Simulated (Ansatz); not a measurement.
Geometry optimisation, RKS PBE0/def2-SVP in Ansatz.

Input file:

```yaml
crystal:
  periodic: [false, false, false]
  atoms:
    - { symbol: Sn, position_ang: [-0.696474, 0.011513, 0.217818] }
    - { symbol: H, position_ang: [1.715414, -0.113335, 1.895589] }
    - { symbol: Cl, position_ang: [2.786021, 0.152685, 1.150313] }
    - { symbol: H, position_ang: [-0.960549, 1.231649, -1.063445] }
    - { symbol: Cl, position_ang: [-1.367512, -1.829312, -1.154975] }
basis:
  gaussian: { orbitals: def2-SVP }
hamiltonian:
  xc: pbe0
relax:
  f_tol: 0.03
  max_steps: 50
```

Command:

```bash
$ ansatz run input.yaml --threads 1 --pin off --max-ram 2048MiB --backend cpu --events-out ev --progress --plain --runs-dir out
```

Question: Where does it end, and by what steps?

Answer: The run converged. The force dipped under the threshold on the way, but the program's further checks kept it going. After 31 steps the energy has fallen by 0.391 eV; Cl5 moved furthest, 1.51 Å.

```
step  energy less start (eV)  largest force component (eV/Å)  accepted
   0                  0.0000                           0.993       yes
   2                 -0.0617                           0.664       yes
   4                 -0.1444                           0.245       yes
   6                 -0.1722                           0.504       yes
   8                 -0.1948                           0.149       yes
  10                 -0.2026                           0.374       yes
  12                 -0.2077                           0.082       yes
  14                 -0.2098                           0.152       yes
  16                 -0.2114                           0.028       yes
  18                 -0.2127                           0.189       yes
  20                 -0.2183                           0.323       yes
  22                 -0.2288                           0.222       yes
  24                 -0.2584                           0.601       yes
  26                 -0.3402                           0.593       yes
  28                 -0.3797                           0.190       yes
  30                 -0.3904                           0.098       yes
  31                 -0.3909                           0.030       yes
```

```xyz
5
Properties=species:S:1:pos:R:3
Sn -1.034 0.473 0.357
H 1.382 -0.764 0.730
Cl 1.709 0.391 1.306
H -0.376 1.159 -1.152
Cl -0.204 -1.806 -0.196
```

Whether the end is a true minimum wasn't checked by a vibrational analysis.

Time of the run: 94 s on 1 thread of Arm Neoverse V1 (shared host), peak memory 0.15 GiB.
